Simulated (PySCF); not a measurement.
A species of formula C7H12FP has this rotational fingerprint, computed with PBE0/pcSseg-1 in PySCF (dipole) on a GFN2-xTB geometry, gas phase:

```
Rotational constants : A = 2236, B = 938.6, C = 825.6 MHz
Dipole components    : |μa| = 0.99 D, |μb| = 0.42 D, |μc| = 0.54 D
Inertial defect      : -152.31 u·Å²
κ                    : -0.84
```

Question: Which candidate fits, each taken in the one conformer that was computed?
A. `[CH3:1]/[CH:2]=[CH:3]\[P:4]=[C:5](\[F:6])[CH:7]([CH3:8])[CH3:9]` with C2–C3–P4–C5 149°, P4–C5–C7–C8 -111°
B. `[CH2:1]=[CH:2][CH2:3]/[P:4]=[C:5](\[F:6])[CH:7]([CH3:8])[CH3:9]` with C1–C2–C3–P4 113°, C2–C3–P4–C5 -80°, P4–C5–C7–C8 -15°
C. `[CH3:1][CH:2]([CH3:3])[P:4]1[CH2:5][CH:6]=[C:7]([F:8])[CH2:9]1` with C1–C2–P4–C5 74°, C2–P4–C5–C6 82°, P4–C5–C6–C7 13°, C6–C7–C9–P4 -13°, C2–P4–C9–C7 -82°

Answer: C. It is CC(C)P1CC=C(F)C1, an asymmetric top, point group C1. The candidates at the same level (rigid rotor, commonest isotopes):

```tsv
SMILES	A (MHz)	B (MHz)	C (MHz)	μa (D)	μb (D)	μc (D)	Δ (u·Å²)	point group	rotor
C/C=C\P=C(\F)C(C)C	2444	711.9	646.4	0.46	2.68	0.01	-134.88	C1	near-prolate asymmetric top
CC(C)P1CC=C(F)C1	2236	938.6	825.6	0.99	0.42	0.54	-152.31	C1	asymmetric top
C=CC/P=C(\F)C(C)C	2524	805.7	705.9	1.03	0.21	0.09	-111.52	C1	asymmetric top
```

`C=CC/P=C(\F)C(C)C` has C 14 % too low; `C/C=C\P=C(\F)C(C)C` has B 24 % too low. No structure here is proved a minimum.
